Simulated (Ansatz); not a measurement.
Relaxation of BGeH5OSiTe (10 atoms, charge 0, multiplicity 1), to a largest force component of 0.015 eV/Å in at most 40 steps.

Theory: RKS B3LYP-D4/def2-SVP (Ansatz 0.2.0).

```xyz
10
Properties=species:S:1:pos:R:3
O -1.692 1.387 0.372
Ge -0.454 0.413 1.069
Si -0.231 -1.476 0.117
B 1.120 0.021 -0.383
Te 2.740 0.720 -1.627
H -2.567 1.155 0.819
H 0.163 0.804 2.455
H 0.516 -2.496 0.920
H -1.142 -1.780 -0.905
H 1.631 1.200 -2.835
```

Q: Where does it end, and by what steps?

A: It did not converge within its limit. After 39 steps the energy has fallen by 2.341 eV; H9 moved furthest, 2.46 Å. Parted: Ge2–Si3.

| step | energy less start (eV) | largest force component (eV/Å) | accepted |
| --- | --- | --- | --- |
| 0 | 0.0000 | 3.382 | yes |
| 2 | -1.0276 | 0.810 | yes |
| 4 | -1.3836 | 0.908 | yes |
| 6 | -1.7676 | 0.671 | yes |
| 8 | -1.8950 | 0.728 | yes |
| 10 | -1.9531 | 0.184 | yes |
| 12 | -1.9642 | 0.066 | yes |
| 14 | -1.9684 | 0.055 | yes |
| 16 | -1.9803 | 0.196 | yes |
| 18 | -2.0250 | 0.641 | yes |
| 20 | -2.1419 | 0.414 | yes |
| 22 | -2.2134 | 0.635 | yes |
| 24 | -2.2695 | 0.178 | yes |
| 26 | -2.2851 | 0.173 | yes |
| 28 | -2.3042 | 0.286 | yes |
| 30 | -2.3243 | 0.150 | yes |
| 32 | -2.3347 | 0.216 | yes |
| 34 | -2.3365 | 0.170 | yes |
| 36 | -2.3396 | 0.068 | yes |
| 38 | -2.3406 | 0.044 | yes |
| 39 | -2.3406 | 0.034 | yes |

```xyz
10
Properties=species:S:1:pos:R:3
O -0.825 2.354 0.476
Ge -0.412 0.646 0.750
Si 0.359 -2.150 0.011
B 0.620 -0.377 -0.534
Te 1.529 0.445 -2.343
H -1.419 2.734 1.138
H -1.133 0.192 2.041
H -0.227 -2.479 1.341
H 0.707 -3.393 -0.736
H 0.884 1.976 -2.140
```

Run time: 4.5 min on 2 threads of Arm Neoverse V1, on a shared host, peak memory 0.38 GiB.
